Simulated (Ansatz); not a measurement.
# Cost against result

Saddle point of SiN2H5F, singlet (SiN₂H₅F ([NH2][SiH]([NH2])[F]) → SiN₂H₄ ([NH2][Si][NH2]) + HF; bonds formed: F2–H3; bonds broken: Si1–F2, Si1–H3), PBE0-D4/def2-TZVP structure:

```xyz
9
angstrom
Si 0.5259 0.0347 -0.3359
F -0.1765 -1.5300 -1.5571
H 0.8665 -0.8988 -1.6073
N -0.6197 1.2807 -0.3745
N 0.5420 -0.5265 1.2613
H -0.8327 1.7579 -1.2337
H -1.2912 1.4751 0.3506
H 1.1229 -1.3018 1.5299
H -0.1372 -0.2914 1.9666
```

Barriers are electronic and count from the start structure reached by relaxing down the imaginary mode.

Ansatz 0.2.0; basis: as named in each row; cores frozen in the correlated methods. B3LYP uses VWN-RPA correlation. Extrapolation: Hartree–Fock as exp(−7.88 √X), correlation as X^−2.97.

Times are rough, for one single point on 4 threads of a shared host (Arm Neoverse V2).

The estimate by CCSD(T) at an estimated basis limit (MP2 extrapolated from triple and quadruple zeta, plus CCSD(T) − MP2 in triple zeta) is 3.811 eV.

```csv
method,basis,time (s),barrier (eV),method less estimate
HF,STO-3G,under 1,5.040,1.229
PBE-D4,STO-3G,under 1,2.863,-0.948
SPW92,def2-SVP,under 1,2.940,-0.871
B3LYP-D4,6-31G,under 1,2.576,-1.235
PBE-D4,def2-SVP,under 1,2.984,-0.826
PBE0-D4,def2-SVP,under 1,3.390,-0.421
SPW92,def2-TZVPP,under 1,3.111,-0.700
PBE-D4,def2-TZVPP,1,3.158,-0.653
BLYP-D4,def2-TZVPP,1,3.239,-0.572
BHLYP-D4,def2-TZVPP,1,4.018,0.207
PBE0-D4,def2-TZVPP,2,3.566,-0.244
B3LYP-D4,def2-TZVPP,2,3.568,-0.243
CCSD(T),def2-SVP,2,3.687,-0.124
CAM-B3LYP-D4,def2-TZVPP,2,3.713,-0.098
wB97M-V,def2-SVP,2,3.495,-0.316
r2SCAN-D4,def2-TZVPP,2,3.562,-0.249
r2SCAN0-D4,def2-TZVPP,2,3.820,0.009
B2PLYP,def2-TZVPP,3,3.701,-0.110
PBE-QIDH,def2-TZVPP,3,3.870,0.059
RPA on PBE,def2-TZVPP,3,3.713,-0.098
wB97X-V,def2-TZVPP,4,3.757,-0.054
wB97M-V,def2-TZVPP,4,3.669,-0.142
B97M-V,def2-TZVPP,4,3.677,-0.134
MP2,def2-QZVPP,10,3.832,0.021
CCSD(T),def2-TZVPP,43,3.832,0.021
```

All methods are single points on the PBE0-D4 structures.

T1 diagnostic: at most 0.016.

Losses and insertions of silylenes and their heavier kin drive the gas-phase chemistry of silicon and germanium vapour deposition.

Labels in which every atom is bracketed show which atoms are joined, not bond orders.
